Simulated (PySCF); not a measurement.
How methods differ on the ionisation energy of K

K [Ar] 4s1 (2S) → K⁺ [Ar] (1S), as a difference of total energies. Calculation: PySCF 2.14, in x2c-TZVPPall; scalar relativity by spin-free X2C-1e. Correlated levels: valence and next inner shell: [Ne] frozen. The calculations carry no spin-orbit coupling.

```
                                method  ionisation energy (eV)
                                   UHF                   4.023
                                   LDA                   4.534
                                   PBE                   4.454
                                  PBE0                   4.386
                                r2SCAN                   4.257
                               LC-wPBE                   4.230
                               r2SCANh                   4.265
                                 wB97X                   4.039
                                  PW91                   4.475
    MP2 (valence and next inner shell)                   4.255
SCS-MP2 (valence and next inner shell)                   4.207
```

Errors of the correlated levels include the incompleteness of this basis and the frozen core.

Question: Which method comes closest to the reference value, and which is furthest?

Answer: The reference is 4.341 eV (measured; NIST Atomic Spectra Database, ionization energies). Closest: PBE0 (error 0.045 eV); furthest: UHF (error -0.318 eV).
